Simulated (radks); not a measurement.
The lead ion Pb19+, 63 electrons, occupied as [Kr] 4d10 4f14 5s2 5p1 (the NIST ground configuration).

Calculated with a radial shooting solver on a logarithmic mesh with Libxc functionals: non-relativistic Kohn-Sham, LB94 model potential, spin-polarised, spherical densities, point nucleus; open shells are filled with parallel spins first (spin-orbit coupling, left out, can overturn this in heavy ions); relativity is left out, which matters for an element this heavy.

Energy parts (hartree):
part                   energy
kinetic            19424.9817
electron-nucleus  -45174.8840
Hartree             6700.2330
(The LB94 potential has no energy functional, so no total or exchange-correlation energy is given.)

Orbitals (lengths in bohr, moments of r in powers of bohr; <r^-3> diverges for s and p1/2):
| orbital | occ. | eigenvalue (hartree) | <1/r> | <r^-3> |
|---|---|---|---|---|
| 1s up | 1 | -2927.334 | 81.49 | - |
| 1s down | 1 | -2927.334 | 81.49 | - |
| 2s up | 1 | -507.4560 | 19.22 | - |
| 2s down | 1 | -507.4519 | 19.22 | - |
| 2p up | 3 | -489.6059 | 19.28 | 19710 |
| 2p down | 3 | -489.5987 | 19.28 | 19710 |
| 3s up | 1 | -133.4668 | 7.482 | - |
| 3s down | 1 | -133.4618 | 7.482 | - |
| 3p up | 3 | -124.8947 | 7.446 | 4340 |
| 3p down | 3 | -124.8892 | 7.446 | 4340 |
| 3d up | 5 | -108.8565 | 7.388 | 779.4 |
| 3d down | 5 | -108.8520 | 7.388 | 779.4 |
| 4s up | 1 | -41.78205 | 3.299 | - |
| 4s down | 1 | -41.77930 | 3.298 | - |
| 4p up | 3 | -38.00275 | 3.221 | 1049 |
| 4p down | 3 | -38.00101 | 3.219 | 1048 |
| 4d down | 5 | -31.01594 | 3.059 | 169.6 |
| 4d up | 5 | -31.01542 | 3.061 | 169.9 |
| 4f down | 7 | -21.52455 | 2.787 | 40.16 |
| 4f up | 7 | -21.52224 | 2.789 | 40.22 |
| 5s down | 1 | -18.62016 | 1.611 | - |
| 5s up | 1 | -18.61470 | 1.606 | - |
| 5p down | 0 | -17.13149 | 1.548 | 292.2 |
| 5p up | 1 | -17.13078 | 1.542 | 289.5 |
| 5d up | 0 | -14.50475 | 1.416 | 44.03 |
| 5d down | 0 | -14.49617 | 1.423 | 44.55 |
| 6s up | 0 | -10.79569 | 0.9626 | - |
| 6s down | 0 | -10.77085 | 0.9602 | - |

The highest occupied level is 5p up at -466.15 eV. The configuration is held as typed, so some empty levels lie below it. Spin moment in Bohr magnetons: 1. For comparison, the ionisation energy in NIST's Atomic Spectra Database is 507 eV (theoretical). In exact Kohn-Sham theory the highest level is minus the ionisation energy, but local and semilocal functionals leave it too shallow, through self-interaction and a potential that decays too fast; potentials with the right tail come closer. The electron density at the nucleus is 3.966e+05 e/bohr^3.
